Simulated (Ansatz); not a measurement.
`S=C1BO1`: the same geometry under several functionals.

```yaml
crystal:
  periodic: [false, false, false]
  atoms:
    - {symbol: S, position_ang: [-2.128908, -0.717401, 0.172294]}
    - {symbol: C, position_ang: [-0.637142, -0.205599, 0.043221]}
    - {symbol: B, position_ang: [0.677124, 0.461341, -0.102017]}
    - {symbol: O, position_ang: [0.615588, -0.883303, 0.097039]}
    - {symbol: H, position_ang: [1.523237, 1.271262, -0.251937]}
basis:
  gaussian: {orbitals: def2-TZVPP}
hamiltonian: {xc: r2scan, dispersion: d4}
output: {forces: true, orbitals: {seedname: orbitals}}
```

```sh
$ ansatz run in.yaml --threads 2 --pin off --events-out ev --progress --plain --max-ram 4352MiB
```

Shortened log:

```
Functional definition: r2SCAN
843 factors; their error is unknown
mean field evaluation 1: about -14602.2150 eV, gradient 6.0e1 eV
mean field evaluation 2: about -14568.1189 eV, gradient 1.3e2 eV
mean field evaluation 4: about -14609.0064 eV, gradient 2.1e1 eV
mean field evaluation 8: about -14609.8652 eV, gradient 5.2e-2 eV
mean field evaluation 16: about -14609.8541 eV, gradient 1.4e-4 eV
mean field -14609.85407491 eV, -536.9022343382 hartree, gradient 2.1e-5 eV, S^2 0.000000; 0 other end points of the search recorded, 0 dependent functions left out
reference -14609.85408531 eV, -536.9022347203 hartree; 18, 18 occupied and 131, 131 virtual orbitals, 843 factors
Total energy: -14609.87568368 eV, -536.9030284457 hartree
Atom 0 at    -2.128908    -0.717401     0.172294 Å, force    -0.194786    -0.088945     0.019879 eV/Å
Atom 1 at    -0.637142    -0.205599     0.043221 Å, force    -0.237047     0.397839    -0.048474 eV/Å
Atom 2 at     0.677124     0.461341    -0.102017 Å, force    -0.049222     0.317718    -0.047147 eV/Å
Atom 3 at     0.615588    -0.883303     0.097039 Å, force     0.488456    -0.582133     0.067795 eV/Å
Atom 4 at     1.523237     1.271262    -0.251937 Å, force    -0.007401    -0.044480     0.007947 eV/Å
Dipole moment:     0.362254     0.299232    -0.056866 e Å
```

Hardware: 2 threads of an Arm Neoverse V1 on a shared host. Wall time 3.2 s, peak host memory 0.16 GiB.

With the line `hamiltonian: {xc: hse06, dispersion: d4}` and no forces (abridged; 2 s):

```
Functional definition: HSE06
mean field evaluation 16: about -14603.9991 eV, gradient 5.1e-5 eV
mean field -14603.99908943 eV, -536.6870675905 hartree, gradient 5.1e-5 eV, S^2 0.000000
Total energy: -14604.07417816 eV, -536.6898270505 hartree
```

With the line `hamiltonian: {xc: {name: wB97X-V}}` and no forces (abridged; 5.5 s):

```
Functional definition: wB97X-V
mean field evaluation 16: about -14609.6701 eV, gradient 5.2e-5 eV
mean field -14609.67011333 eV, -536.8954738746 hartree, gradient 5.2e-5 eV, S^2 0.000000
Total energy: -14609.67011160 eV, -536.8954738113 hartree
```

Changing it to `hamiltonian: {xc: {name: CAM-B3LYP}, dispersion: d4}` and no forces (abridged; 2.1 s):

```
Functional definition: CAM-B3LYP
mean field evaluation 16: about -14611.1257 eV, gradient 4.8e-5 eV
mean field -14611.12572279 eV, -536.9489665358 hartree, gradient 4.8e-5 eV, S^2 0.000000
Total energy: -14611.20753637 eV, -536.9519731293 hartree
```

Changing it to `hamiltonian: {xc: {name: BHLYP}, dispersion: d4}` and no forces (abridged; 2 s):

```
Functional definition: BHLYP
mean field evaluation 16: about -14610.3947 eV, gradient 6.0e-5 eV
mean field -14610.39468746 eV, -536.9221014829 hartree, gradient 6.0e-5 eV, S^2 0.000000
Total energy: -14610.51591796 eV, -536.9265566215 hartree
```

The same input with `hamiltonian: {xc: {name: B97M-V}}` and no forces (abridged; 5 s):

```
Functional definition: B97M-V
mean field evaluation 16: about -14609.6038 eV, gradient 1.3e-4 eV
mean field -14609.60377531 eV, -536.8930359975 hartree, gradient 3.7e-5 eV, S^2 0.000000
Total energy: -14609.60382702 eV, -536.8930378977 hartree
```

HSE06 is the plane-wave form, built on full-range PBE exchange.
